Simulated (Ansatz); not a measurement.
Kohn–Sham single points on C₃H₈BNO (`BCO/C=N/C`).

```yaml
crystal:
  periodic: [false, false, false]
  atoms:
    - {symbol: B, position_ang: [1.831364, -2.169831, 0.961024]}
    - {symbol: C, position_ang: [1.043515, -0.896404, 0.585726]}
    - {symbol: O, position_ang: [-0.117414, -1.156803, -0.198721]}
    - {symbol: C, position_ang: [-0.839132, -0.091753, -0.553550]}
    - {symbol: N, position_ang: [-0.556789, 1.091679, -0.241762]}
    - {symbol: C, position_ang: [-1.439865, 2.129267, -0.704575]}
    - {symbol: H, position_ang: [1.488084, -3.260698, 0.618137]}
    - {symbol: H, position_ang: [2.819137, -2.029694, 1.621087]}
    - {symbol: H, position_ang: [0.765549, -0.342019, 1.495740]}
    - {symbol: H, position_ang: [1.701831, -0.187835, 0.058942]}
    - {symbol: H, position_ang: [-1.704542, -0.400177, -1.150430]}
    - {symbol: H, position_ang: [-2.288117, 1.757339, -1.297650]}
    - {symbol: H, position_ang: [-1.835769, 2.684346, 0.150225]}
    - {symbol: H, position_ang: [-0.880749, 2.843284, -1.315391]}
basis:
  gaussian: {orbitals: def2-TZVPP}
hamiltonian: {xc: pbe, dispersion: d4}
output: {forces: true, orbitals: {seedname: orbitals}}
```

```sh
$ ansatz run in.yaml --threads 4 --pin off --events-out ev --progress --plain --max-ram 10444MiB
```

It prints (some lines left out):

```
Functional definition: PBE
1487 factors; their error is unknown
mean field evaluation 1: about -7432.8991 eV, gradient 7.8e1 eV
mean field evaluation 2: about -7359.3993 eV, gradient 1.5e2 eV
mean field evaluation 4: about -7445.0178 eV, gradient 2.6e1 eV
mean field evaluation 8: about -7446.7560 eV, gradient 4.4e-1 eV
mean field evaluation 16: about -7446.7236 eV, gradient 4.7e-3 eV
mean field -7446.72357911 eV, -273.6620439619 hartree, gradient 2.2e-5 eV, S^2 0.000000; 0 other end points of the search recorded, 0 dependent functions left out
reference -7446.72363396 eV, -273.6620459773 hartree; 23, 23 occupied and 275, 275 virtual orbitals, 1487 factors
Total energy: -7446.96775908 eV, -273.6710174101 hartree
Atom 0 at     1.831364    -2.169831     0.961024 Å, force    -0.007268     0.057329     0.004679 eV/Å
Atom 1 at     1.043515    -0.896404     0.585726 Å, force     0.301706    -0.249016     0.168051 eV/Å
Atom 2 at    -0.117414    -1.156803    -0.198721 Å, force    -0.094625    -0.648769    -0.131877 eV/Å
Atom 3 at    -0.839132    -0.091753    -0.553550 Å, force    -0.336878    -0.264426    -0.248220 eV/Å
Atom 4 at    -0.556789     1.091679    -0.241762 Å, force     0.345936     0.668367     0.297860 eV/Å
Atom 5 at    -1.439865     2.129267    -0.704575 Å, force    -0.008650     0.053039    -0.000322 eV/Å
Atom 6 at     1.488084    -3.260698     0.618137 Å, force    -0.036139    -0.119695    -0.037391 eV/Å
Atom 7 at     2.819137    -2.029694     1.621087 Å, force     0.107789     0.012978     0.070553 eV/Å
Atom 8 at     0.765549    -0.342019     1.495740 Å, force    -0.032268     0.159036     0.201494 eV/Å
Atom 9 at     1.701831    -0.187835     0.058942 Å, force     0.153158     0.190256    -0.084395 eV/Å
Atom 10 at    -1.704542    -0.400177    -1.150430 Å, force    -0.209455    -0.097690    -0.147006 eV/Å
Atom 11 at    -2.288117     1.757339    -1.297650 Å, force    -0.198901    -0.067072    -0.136750 eV/Å
Atom 12 at    -1.835769     2.684346     0.150225 Å, force    -0.087939     0.136774     0.168819 eV/Å
Atom 13 at    -0.880749     2.843284    -1.315391 Å, force     0.103533     0.168889    -0.125497 eV/Å
Dipole moment:    -0.093129     0.099976    -0.049903 e Å
```

Run time 2 s (4 threads of an Intel Xeon 6975P-C on a shared host); peak host memory 0.39 GiB.

With the line `hamiltonian: {xc: {name: wB97M-V}}` (abridged; 7 s):

```
Functional definition: wB97M-V
mean field evaluation 16: about -7453.0476 eV, gradient 3.0e-4 eV
mean field -7453.04764669 eV, -273.8944491586 hartree, gradient 2.5e-5 eV, S^2 0.000000
Total energy: -7453.04770914 eV, -273.8944514539 hartree
Atom 0 force     0.099418    -0.155321     0.051488 eV/Å
Atom 1 force     0.184952     0.194588     0.139276 eV/Å
Atom 2 force    -0.012118    -0.257311    -0.035717 eV/Å
Atom 3 force    -0.235204     0.167280    -0.135334 eV/Å
Atom 4 force     0.188447    -0.218793     0.099410 eV/Å
Atom 5 force    -0.224923     0.301824    -0.114248 eV/Å
Atom 6 force     0.037719     0.155255     0.040732 eV/Å
Atom 7 force    -0.131979    -0.018293    -0.089387 eV/Å
Atom 8 force     0.020904    -0.053904    -0.064384 eV/Å
Atom 9 force    -0.045853    -0.063958     0.036410 eV/Å
Atom 10 force     0.072046     0.053489     0.052635 eV/Å
Atom 11 force     0.072750     0.024141     0.050140 eV/Å
Atom 12 force     0.030969    -0.057299    -0.082857 eV/Å
Atom 13 force    -0.057128    -0.071699     0.051836 eV/Å
Dipole moment:    -0.109563     0.087928    -0.061898 e Å
```
